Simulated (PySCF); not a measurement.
Substituent chemical shifts

Parent skeleton `[CH2:1]=[CH:2][CH+:3][CH3:4]`; one hydrogen on atom 3 is replaced by X. Hydrogens on one atom are averaged.

PySCF 2.14.0 with density-fitted response routines calculation with structure optimised with GFN2-xTB and σ from GIAO-PBE0/pcSseg-1; one computed conformer, relativity neglected, one averaged value for each set of equivalent atoms, isolated molecule.

δ = σ(ref) − σ, references computed at the same level: ¹³C, ¹H against TMS.

Parent (X = H): C1 215.0, C2 153.7, C3 260.8, C4 44.3, H(C1) 9.43, H(C2) 8.58, H(C4) 4.32 ppm. Effects are Δδ = δ(X) − δ(H), positive for deshielding.

**Question.** Order these by the shift of H(C2), most shielded first.
A. X = CH2CF3
B. X = OCH3
C. X = iPr

**Answer.** B (-1.15 ppm), C (-0.48 ppm), A (-0.06 ppm).

**Question.** Order these by the shift of H(C1), most shielded first.
A. X = OCH3
B. X = nPr
C. X = iPr
D. X = CH2CF3

**Answer.** B (-1.21 ppm), A (-1.06 ppm), C (-0.81 ppm), D (-0.28 ppm).

**Question.** Order these by the shift of C2, most shielded first.
A. X = nPr
B. X = CH2CF3
C. X = OCH3

**Answer.** C (-13.2 ppm), A (-4.8 ppm), B (-1.3 ppm).
